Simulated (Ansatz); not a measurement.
Input for Ansatz (a quantum-chemistry and plane-wave program): R-RI-MP2/cc-pVQZ on C2H2O2 (SMILES O=CC=O), a point of a torsion scan. Files ending in .json are basis or fitting sets from the Basis Set Exchange.

Ansatz 0.2 input:
```yaml
crystal:
  periodic: [false, false, false]
  atoms:
    - {symbol: O, position_ang: [1.53614589, -0.08005318, -0.89758233]}
    - {symbol: C, position_ang: [0.75986845, -0.05911384, 0.00953866]}
    - {symbol: C, position_ang: [-0.74985864, 0.01525235, -0.13405739]}
    - {symbol: O, position_ang: [-1.39179202, -0.57030388, -0.95316913]}
    - {symbol: H, position_ang: [1.08303722, -0.09058222, 1.07068947]}
    - {symbol: H, position_ang: [-1.21420642, 0.68451369, 0.61956874]}
basis:
  gaussian:
    orbitals: cc-pVQZ
    fitting: {mean_field: def2-universal-JKFIT, correlation: cc-pVQZ-RIFIT.json}
magnetization: {spin_polarized: false}
correlation: {method: mp2, electrons: outside_noble_gas}
scf: {lower_state_search: off}
```

The log:

```
WARN ansatz: RAYON_NUM_THREADS=1 ignored (pool sized by the plan → 1); use --threads N
Functional definition: HF
these checks for a lower state are left out or cut short: stability, starts, cluster_reference, orbital_swaps, neighbouring_geometries, increment
integrals: 0.26 GiB planned
340 factors; integrals over basis functions are off by at most 4.0e0 eV
mean field: 0.43 GiB planned
mean field evaluation 1: about -6164.3519 eV, gradient 4.5e1 eV
mean field evaluation 2: about -6165.8386 eV, gradient 4.0e1 eV
mean field evaluation 4: about -6168.3864 eV, gradient 1.0e0 eV
mean field evaluation 8: about -6168.3946 eV, gradient 8.8e-7 eV
mean field -6168.39464047 eV, -226.6843219493 hartree, gradient 8.8e-7 eV, S^2 0.000000; 0 other end points of the search recorded, 0 dependent functions left out
4 core orbitals not correlated
638 factors; their error is unknown
reference -6168.39464047 eV, -226.6843219493 hartree; 11, 11 occupied and 265, 265 virtual orbitals, 638 factors
second order -22.37346687 eV of doubles, -0.00000000 eV of singles
Total energy: -6190.76810734 eV, -227.5065316914 hartree
Checks for a lower state left out: stability, starts, cluster_reference, orbital_swaps, neighbouring_geometries, increment
```

The run converged.

Cost: very roughly 1.6 core-seconds.
